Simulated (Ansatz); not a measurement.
Molecule: CClF, charge 0, multiplicity 1. SMILES: F[C]Cl
Geometry: optimised at B3LYP-D3(BJ)/def2-TZVP (Ansatz, a first-principles code).

Atomisation energy built up term by term with Ansatz (kcal/mol; UHF references for open shells; valence terms freeze the core; atomic spin-orbit terms are left out). CBS(X,Y): correlation extrapolated as X^-3; Hartree-Fock from the larger set.

The Hartree-Fock reference is unstable (checked in the largest basis), which strains HF and MP2. 

```
term                                                    basis  kcal/mol
-----------------------  ------------------------------------  --------
Hartree-Fock                                  aug-cc-pV(Q+d)Z    122.40
CCSD correlation         CBS(aug-cc-pV(T+d)Z,aug-cc-pV(Q+d)Z)     81.54
(T)                      CBS(aug-cc-pV(T+d)Z,aug-cc-pV(Q+d)Z)     10.21
core correlation                                    cc-pwCVTZ      0.61
scalar relativity (X2C)            cc-pVTZ-DK against cc-pVTZ     -0.26
sum: De                                                           214.5
```

(T) makes 4.8 % of the CCSD(T) atomisation energy; under 5 % is typical of single-reference molecules.
